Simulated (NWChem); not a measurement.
CH$_{3}$AlBrFO; SMILES C[O][Al]([F])[Br]

```xyz
8

Al     0.5255    -0.4976    -0.0008
F      2.1667    -0.7120     0.0007
Br    -0.2295     1.6022     0.0008
O     -0.4848    -1.7991    -0.0044
C     -1.3395    -2.8805     0.0027
H     -1.2551    -3.4572    -0.9348
H     -1.1066    -3.5644     0.8373
H     -2.3908    -2.5607     0.1093
```
Atoms are numbered in this order, from 1.

This is a stationary point of PBE0/def2-SVP (NWChem), point group C1. This build's default masses of Se (78.918 u) and Br (79.917 u) are each other's, which moves their modes by up to 0.6 %.

Question: Is it a minimum? If not, what does it relax to?

Answer: No. It has an imaginary frequency of 74i cm⁻¹. Following that mode (on a finer grid) lowers the energy by 0.7 kcal/mol and ends, with real frequencies alone, at point group Cs:
```xyz
8

Al     0.3443    -0.5197     0.0820
F      1.8262    -0.9908     0.6539
Br     0.0011     1.6340    -0.3621
O     -0.8842    -1.6244    -0.1641
C     -1.2066    -2.9739    -0.0672
H     -1.5000    -3.3696    -1.0545
H     -0.3688    -3.5876     0.3089
H     -2.0628    -3.1153     0.6143
```
